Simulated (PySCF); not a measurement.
Job file and geometry (Å, from GFN2-xTB) of an NMR shielding run on `InChI=1S/C4H9ClSi2/c5-6-7-3-1-2-4-7/h1-2,7H,3-4,6H2`, GIAO PBE0/pcSseg-1 NMR shielding, non-relativistic, gas phase (PySCF); density fitting, a coarse starting grid and PySCF grid level 2 are the driver's defaults:

```
$ OMP_NUM_THREADS=1 python probes_run.py task.json out

{"job": {"kind": "nmr", "xc": "PBE0", "basis": "pcSseg-1"}, "charge": 0, "multiplicity": 1}
Cl     3.333116     1.985423    -0.658471
Si     2.495392     0.145212    -0.515200
Si     0.522690     0.293870     0.688159
C     -0.872940     1.256264    -0.207490
C     -1.948827     0.233826    -0.416827
C     -1.759170    -0.998501     0.018726
C     -0.473013    -1.340668     0.707637
H      3.515466    -0.700196     0.109979
H      2.360878    -0.329967    -1.895670
H      0.669028     0.798873     2.068996
H     -1.265565     2.091873     0.374562
H     -0.566487     1.675726    -1.168397
H     -2.855460     0.538968    -0.919832
H     -2.500399    -1.775916    -0.100934
H      0.018874    -2.164916     0.187446
H     -0.681181    -1.700927     1.715906
```

Q: Write the output of this run.

A: 
```
coarse grid: 14800 points
cycle   1  E = -1196.3156595735  dE =  7.203e-01  |g| = 4.578e-01  |ddm| = 3.658e+00
cycle   2  E = -1196.2881509172  dE =  2.751e-02  |g| = 5.590e-01  |ddm| = 1.009e+00
cycle   3  E = -1196.3732237326  dE = -8.507e-02  |g| = 3.908e-02  |ddm| = 6.079e-01
cycle   4  E = -1196.3735711900  dE = -3.475e-04  |g| = 1.716e-02  |ddm| = 7.034e-02
cycle   5  E = -1196.3736346214  dE = -6.343e-05  |g| = 5.615e-03  |ddm| = 2.470e-02
cycle   6  E = -1196.3736409749  dE = -6.354e-06  |g| = 2.560e-03  |ddm| = 7.027e-03
final grid: 128784 points
cycle   7  E = -1196.4132938193  dE = -2.553e-05  |g| = 8.327e-03  |ddm| = 2.366e-02
cycle   8  E = -1196.4132754527  dE =  1.837e-05  |g| = 1.168e-02  |ddm| = 1.756e-02
cycle   9  E = -1196.4133109198  dE = -3.547e-05  |g| = 1.502e-03  |ddm| = 1.088e-02
cycle  10  E = -1196.4133114288  dE = -5.090e-07  |g| = 4.513e-04  |ddm| = 1.575e-03
cycle  11  E = -1196.4133114814  dE = -5.267e-08  |g| = 5.629e-05  |ddm| = 4.729e-04
cycle  12  E = -1196.4133114822  dE = -7.417e-10  |g| = 1.829e-05  |ddm| = 8.249e-05
converged SCF energy = -1196.4133114822

GIAO shielding tensors (ppm)
atom      isotropic    diamagn.    paramagn.     s11        s22        s33       span
  0 Cl    1070.484    1147.245     -76.761   1003.865   1094.843   1112.745    108.879
  1 Si     381.640     877.175    -495.535    328.396    365.318    451.205    122.809
  2 Si     385.672     880.374    -494.702    336.121    401.571    419.322     83.201
  3 C      167.448     253.147     -85.700    150.077    157.836    194.430     44.353
  4 C       48.022     255.432    -207.410    -61.246     66.231    139.081    200.327
  5 C       48.593     255.289    -206.696    -59.906     67.712    137.972    197.878
  6 C      169.228     253.523     -84.295    151.541    159.902    196.240     44.699
  7 H       26.410      27.602      -1.191     21.850     25.658     31.723      9.873
  8 H       26.417      28.343      -1.926     22.242     25.689     31.321      9.079
  9 H       27.146      29.026      -1.879     24.050     24.791     32.598      8.548
 10 H       29.632      30.282      -0.650     24.854     27.349     36.693     11.838
 11 H       29.706      31.375      -1.669     24.558     28.728     35.831     11.272
 12 H       25.573      30.412      -4.839     23.185     26.308     27.226      4.041
 13 H       25.659      30.392      -4.733     23.197     26.293     27.488      4.291
 14 H       30.145      31.430      -1.285     25.282     28.625     36.529     11.247
 15 H       29.862      30.259      -0.397     25.004     27.369     37.212     12.209
```

Q: Turn these shieldings into chemical shifts. Scale: HCl for $^{35}$Cl (σref 949.78); TMS for $^{29}$Si (σref 349.16) and $^{13}$C (σref 186.93) and $^{1}$H (σref 31.72) (reference shieldings calculated alike).

A: Averaging equivalent atoms: Cl 0: -121; Si 1: -32.5; Si 2: -36.5; C 4/5: 138.6; C 3/6: 18.6; H 12/13: 6.10; H 7/8: 5.30; H 9: 4.57; H 10/15: 1.97; H 11/14: 1.79 ppm. 

Size and cost of the density-fitted run: 185 basis functions, 65 s wall time on 1 thread of an Arm Neoverse N1, shared host; peak memory 0.76 GiB.
